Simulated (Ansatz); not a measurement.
## Appearance energy of a fragment ion: CTeF3 → [CF3]+ + Te + e⁻

Species: CTeF3 `FC(F)(F)[Te]`, doublet; [CF3]+ `F[C+](F)F`, singlet; Te atom, triplet. 

Shapes, held fixed at every level: PBE0-D4/def2-TZVP. Programs: Ansatz 0.2.0. Electronic energies: no zero-point or thermal term.

Task: Estimate ΔE of this reaction.

Result: The highest level, CCSD(T)/def2-TZVPP, gives ΔE = +11.00 eV; the levels span +10.44 to +11.34. The column of differences is taken from that level and isn't an error. No measured value is set beside it here. Open shells run unrestricted. For atoms past krypton def2 sets carry core potentials with scalar relativity. Outer-core shells of Te are correlated, in sets that cover them unevenly. The onset seen in experiment also holds zero-point changes and kinetic shifts. Spin-orbit coupling lowers the free atoms by 25.2 kJ/mol; that is left out. Times are processor times on shared x86 and Arm servers, and rough.

```
                level                   kind  ΔE (eV)  less CCSD(T)/def2-TZVPP  CPU time (sum over the molecules)
    PBE-D4/def2-TZVPP                    GGA   +11.25                    +0.25                               15 s
  B3LYP-D4/def2-TZVPP          global hybrid   +11.34                    +0.34                               23 s
   PBE0-D4/def2-TZVPP          global hybrid   +11.21                    +0.21                               16 s
r2SCAN0-D4/def2-TZVPP          global hybrid   +11.16                    +0.16                               38 s
     CCSD(T)/def2-SVP  coupled cluster or CI   +10.44                    -0.56                               20 s
      CCSD/def2-TZVPP  coupled cluster or CI   +10.91                    -0.09                                  –
   CCSD(T)/def2-TZVPP  coupled cluster or CI   +11.00                     0.00                            5.8 min
```
